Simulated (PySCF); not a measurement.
dihydroxy(methoxymethyl)silane (C2H8O3Si), SMILES COC[SiH](O)O. Coordinates come from a B3LYP-D3(BJ)/def2-SVP optimisation. One conformer was computed; it need not be the lowest.

Q: Give the equilibrium geometry at B3LYP-D3(BJ)/def2-SVP (PySCF confirms it by a frequency run) as a Z-matrix. (Estimate from the structure and the level; the computed values follow.)

A: Several could match; the one computed here: 
```
C
H 1 1.1087
H 1 1.1108 2 106.96
O 1 1.4209 2 111.18 3 -121.15
C 4 1.4038 1 114.20 2 58.18
H 5 1.1000 4 107.95 1 179.66
H 5 1.1081 6 108.74 4 -121.27
H 5 1.1087 6 108.78 7 -117.39
Si 1 1.8937 2 111.46 3 122.14
O 9 1.6612 1 105.68 2 147.07
H 10 0.9709 9 109.48 1 -23.11
O 9 1.6661 10 113.71 11 92.50
H 12 0.9646 9 117.01 10 60.09
H 9 1.4854 10 107.54 11 -145.39
```
